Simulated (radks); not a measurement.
Values are calculated unless marked as measured or tabulated.
Question: The thallium ion Tl3+, 78 electrons, occupied as [Xe] 4f14 5d10 (the NIST ground configuration). Code: a radial shooting solver on a logarithmic mesh with Libxc functionals. Model: scalar-relativistic Kohn-Sham, exchange-only LDA, spin-polarised, spherical densities, point nucleus. Some entries of the table are withheld. Estimate them.

orbital  occ.  eigenvalue (Ry)  r(max) (bohr)  <r> (bohr)
1s          2        -6291.301        0.01003     0.01632
2s          2        -1121.881        0.05816     0.06877
2p          6        -965.4170        0.04834     0.06237
3s          2        -269.2929         0.1640      0.1777
3p          6        -224.2759         0.1639      0.1794
3d         10        -177.5986         0.1334      0.1625
4s          2        -61.62435         0.3690      0.3919
4p          6        -46.86757         0.3891      0.4179
4d         10        -29.57983         0.3955         (1)
5s          2        -11.68756         0.8069         (2)
4f         14        -10.43615         0.3574      0.4679
5p          6         -7.64326         0.9036       1.006
5d         10         -3.15614          1.113       1.347

Answer: 
(1) 4d <r> (bohr): 0.4401
(2) 5s <r> (bohr): 0.8761
